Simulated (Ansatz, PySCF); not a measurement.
Input for Ansatz (a quantum-chemistry and plane-wave program):
Ansatz 0.2 input:
```yaml
crystal:
  periodic: [false, false, false]
  atoms:
    - {symbol: P, position_ang: [0.91132207, -0.43419083, 0.44848535]}
    - {symbol: P, position_ang: [-0.83945394, 0.33421071, -0.48019854]}
    - {symbol: H, position_ang: [1.71456172, 0.57131463, -0.10152077]}
    - {symbol: H, position_ang: [-1.06154102, 1.41633629, 0.37351990]}
    - {symbol: H, position_ang: [-1.73104269, -0.48794896, 0.20369883]}
basis:
  gaussian:
    orbitals: STO-3G
magnetization: {spin_polarized: true, initial_magnetization: 1}
correlation: {method: mp2, electrons: outside_noble_gas}
accuracy: high
```

Task: Convert this to an input for PySCF.

Result: One answer among several that fit: 
```python
from pyscf import gto, scf, mp

mol = gto.Mole()
mol.atom = '''
    P     0.91132207   -0.43419083    0.44848535
    P    -0.83945394    0.33421071   -0.48019854
    H     1.71456172    0.57131463   -0.10152077
    H    -1.06154102    1.41633629    0.37351990
    H    -1.73104269   -0.48794896    0.20369883
'''
mol.basis = 'sto-3g'
mol.spin = 1
mol.verbose = 4
mol.build()

mf = scf.UHF(mol)
mf.kernel()

pt = mp.MP2(mf, frozen=10)
pt.kernel()
print('E(MP2) = %.10f' % pt.e_tot)
```

Both were run: Ansatz gave -675.595750 Eh and PySCF -675.595750 Eh, 0.000 mEh apart.
